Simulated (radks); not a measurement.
All-electron atom: Rb2+ in [Ar] 3d10 4s2 4p4 7f1 (not the ground configuration).

Method: Dirac Kohn-Sham, PBE, spin-unpolarised, spherical densities, point nucleus; open shells fill j = l - 1/2 first; computed with a radial shooting solver on a logarithmic mesh with Libxc functionals.

Energy parts (Ry):
total: -5957.87946
kinetic: 6127.98615
electron-nucleus: -14304.16849
Hartree: 2417.87946
exchange-correlation: -199.57658

Orbitals (lengths in bohr, moments of r in powers of bohr; r(max) is where P^2 peaks):
| orbital | occ. | eigenvalue (Ry) | r(max) |
|---|---|---|---|
| 1s1/2 | 2 | -1107.070 | 0.02628 |
| 2s1/2 | 2 | -150.0199 | 0.1496 |
| 2p1/2 | 2 | -136.3000 | 0.1173 |
| 2p3/2 | 4 | -131.8316 | 0.1207 |
| 3s1/2 | 2 | -24.35745 | 0.4510 |
| 3p1/2 | 2 | -19.44066 | 0.4405 |
| 3p3/2 | 4 | -18.76856 | 0.4493 |
| 3d3/2 | 4 | -10.16641 | 0.3914 |
| 3d5/2 | 6 | -10.05206 | 0.3941 |
| 4s1/2 | 2 | -4.56085 | 1.238 |
| 4p1/2 | 2 | -3.34533 | 1.356 |
| 4p3/2 | 2 | -3.26634 | 1.381 |
| 7f5/2 | 1 | -0.17983 | 23.11 |
| 7f7/2 | 0 | -0.17982 | 23.12 |

The highest occupied level is 7f5/2 at -2.447 eV. The density falls to 0.001 e/bohr^3 at r = 3.25 bohr. Summed over all electrons, <r^2> = 482.5 bohr^2, which gives a Langevin (diamagnetic) susceptibility term of -382 x 10^-6 cm^3/mol.
